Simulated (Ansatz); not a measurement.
Isolated molecules relaxed with PBE0-D4/def2-TZVP in Ansatz; ΔE leaves out vibrations. CCSD(T)/CBS is the MP2 limit (def2-TZVPP, def2-QZVPP) plus CCSD(T) − MP2 in def2-TZVPP, frozen cores. This one scheme is used for every species. DFT in def2-TZVPP. Elements past krypton have def2 core potentials. For Te outer-core shells are correlated without core-valence functions, which leaves a few kJ/mol of doubt a bond. Each species was taken in one conformer, which may not be the lowest.

Reaction (ligand exchange at a B–C bond): `ClBCCl` + H₂Te → `ClB[TeH]` + `CCl`

| level | ΔE (kJ/mol) |
| --- | --- |
| revPBE-D4 | -60.4 |
| r2SCAN0-D4 | -58.9 |
| CAM-B3LYP-D4 | -51.6 |
| LC-ωPBE | -55.5 |

Q: What does CCSD(T)/CBS give? (Best estimate.)

A: Computed: -62.0 kJ/mol. The listed levels differ from it by 1.6, 3.1, 10.4, 6.5 kJ/mol.

Largest T1 diagnostic among the species: 0.014.

Leaving LDA and LC-ωPBE aside and taking each functional with its dispersion term where it has one, the values, not all of them listed here, spread over 10.3 kJ/mol, from PBE-D4 to CAM-B3LYP-D4. LDA lies +6.5 kJ/mol from PBE without D4. At CCSD(T), def2-SVP lies +11.7 kJ/mol from the extrapolated value and def2-TZVPP +4.5 kJ/mol.
